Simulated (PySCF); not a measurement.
Be(Br)(GeH3) (BeBrGeH3), SMILES [Br][Be][GeH3]. Geometry optimised at ωB97X-D3(BJ)/def2-TZVP.

**Question.** Give the equilibrium geometry at ωB97X-D3(BJ)/def2-TZVP (PySCF confirms it by a frequency run) as a Z-matrix, and its point group. (The exact figures need the calculation; the answer reports its results.)

**Answer.** point group C3v.
```
Ge
H 1 1.5374
H 1 1.5374 2 106.83
H 1 1.5374 2 106.83 3 -114.04
Be 1 2.1900 2 112.00 3 122.98
Br 5 1.9558 2 152.73 1 -180.00
```
Charge 0, spin multiplicity 1.
